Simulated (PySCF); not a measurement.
PySCF input file for C3H6F2Si, SMILES F/C=C\[SiH2]CF, ωB97X-D3(BJ)/def2-SVP. 

```python
import numpy as np
from pyscf import gto, scf, dft
import os
os.environ['JAX_PLATFORMS'] = 'cpu'
from ase import Atoms, units
from ase.calculators.calculator import Calculator, all_changes
from sella import Sella

mol = gto.M(
    atom='''
    F     1.71489276   -0.87968949    0.91240667
    C     2.13341717    0.22082111    0.26222751
    C     1.31119046    1.00388046   -0.41025748
    Si   -0.55305249    0.79472392   -0.62119457
    C    -1.15252034   -0.77998116    0.28928526
    F    -2.51678725   -0.91850042    0.10742305
    H     3.20234289    0.35000432    0.37680333
    H     1.76451303    1.85723738   -0.89028097
    H    -0.84909629    0.65777719   -2.05089984
    H    -1.22357367    1.96340277   -0.04207933
    H    -0.98927272   -0.74175907    1.36888631
    H    -0.69765197   -1.69741059   -0.09170470
    ''',
    basis='def2-SVP',
    charge=0,
    spin=0,
    max_memory=1600,
    verbose=3,
)
mf = dft.RKS(mol, xc='wb97x-d3bj').density_fit(auxbasis='def2-universal-jkfit')
mf.grids.level = 3
mf.conv_tol = 1e-9
mf.max_cycle = 100
mf.kernel()
grad = mf.nuc_grad_method()
grad.grid_response = mol.nao <= 150
scan = grad.as_scanner()
scan.verbose = scan.base.verbose = 0
class SCF(Calculator):
    implemented_properties = ['energy', 'forces']
    def calculate(self, atoms=None, properties=None, system_changes=all_changes):
        super().calculate(atoms, properties, system_changes)
        e, g = scan(mol.set_geom_(self.atoms.positions, unit='Angstrom', inplace=False))
        assert scan.converged
        self.results = {'energy': float(e) * units.Hartree, 'forces': -np.asarray(g) * units.Hartree / units.Bohr}
atoms = Atoms(mol.elements, mol.atom_coords(unit='Angstrom'), calculator=SCF())
conv = Sella(atoms, order=0, internal=True, allow_fragments=True).run(fmax=0.002, steps=150)
mol_eq = mol.set_geom_(atoms.positions, unit='Angstrom', inplace=False)
print(mol_eq.tostring(format='xyz'))
mf.reset(mol_eq)
mf.verbose = 3
mf.kernel()
```

Program output:

```
converged SCF energy = -606.832263547324
     Step          Energy         fmax         cmax       rtrust          rho
Sella   0   -16512.746975       1.1758       0.0000       0.1000       1.0000
Sella   1   -16512.798280       1.1758       0.0000       0.1000       1.0537
Sella   2   -16512.807433       0.5332       0.0000       0.1000       1.2597
Sella   3   -16512.809507       0.1977       0.0000       0.1000       1.2205
Sella   4   -16512.809984       0.0468       0.0000       0.1000       1.3389
Sella   5   -16512.810124       0.0352       0.0000       0.1000       1.1602
Sella   6   -16512.810145       0.0194       0.0000       0.1000       1.2273
Sella   7   -16512.810153       0.0067       0.0000       0.1000       1.0545
Sella   8   -16512.810156       0.0028       0.0000       0.1000       1.2863
Sella   9   -16512.810157       0.0025       0.0000       0.1000       1.2864
12
XYZ from PySCF
F           1.68426008       -0.88808476        0.90531925
C           2.12034961        0.21075304        0.26654626
C           1.30495780        1.01065432       -0.41345626
Si         -0.54456612        0.77311924       -0.60841789
C          -1.14720986       -0.78502737        0.29395253
F          -2.52208336       -0.88163584        0.09513290
H           3.20217203        0.33714034        0.38875062
H           1.79110547        1.87129924       -0.88637497
H          -0.88237050        0.65715128       -2.05618390
H          -1.26072177        1.96013262       -0.05909523
H          -0.94064519       -0.73807863        1.37670595
H          -0.66084661       -1.69691705       -0.09226402
converged SCF energy = -606.834585410806
```

The calculation finished and met its thresholds.
